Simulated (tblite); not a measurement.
Cl$_{2}$Pb, singlet, at a GFN2-xTB geometry (such geometries of metal compounds can be far from the true shape); GFN1-xTB run with tblite 0.6.0.

Here is a job for tblite.
```
$ tblite run mol.xyz --method gfn1 --charge 0 --spin 0 --efield 0,0,0.1 --json tblite.json --no-restart

# file mol.xyz
3

Pb     0.00765115    -0.01117216     0.46344358
Cl     1.26191218     1.44651416    -1.10463352
Cl    -1.29881774    -1.39262489    -1.13080023
```

Output, abridged:

```
xTB calculator
 | screened Coulomb repulsion
 | Coulomb electrostatics
 |  * isotropic Klopman-Ohno-Mataga-Nishimoto electrostatics
 |  * onsite third-order electrostatics
 | DFT-D3(BJ) dispersion correction
 | Interactions (1)
 | [1] electric field

halogen bonding energy    0.0000000000000E+00 Eh
repulsion energy          3.6735534542188E-03 Eh
dispersion energy        -1.0886904791386E-03 Eh
interaction energy        0.0000000000000E+00 Eh
number of electrons       1.8000000000000E+01 e
integral cutoff           2.4921834820047E+01 bohr

------------------------------------------------------------
  cycle        total energy    energy error   density error
------------------------------------------------------------
      1     -10.07041525224  -1.0073000E+01   4.6359912E-01
      2     -10.21601394327  -1.4559869E-01   1.4823232E-01
      3     -10.22210331708  -6.0893738E-03   1.1874387E-01
      4     -10.19392071907   2.8182598E-02   1.9663371E-01
      5     -10.23489637187  -4.0975653E-02   1.9739014E-02
      6     -10.23480921990   8.7151973E-05   2.1432575E-02
      7     -10.23532329219  -5.1407229E-04   4.7692228E-03
      8     -10.23534927234  -2.5980155E-05   6.8980973E-04
      9     -10.23534942913  -1.5678985E-07   5.7158903E-04
     10     -10.23534980402  -3.7489408E-07   1.4045073E-05
------------------------------------------------------------

electronic energy        -1.0237934666999E+01 Eh
total energy             -1.0235349804024E+01 Eh

Post processing:
 | Mayer-Wiberg bond orders

[Info] JSON dump of results written to 'tblite.json'
```
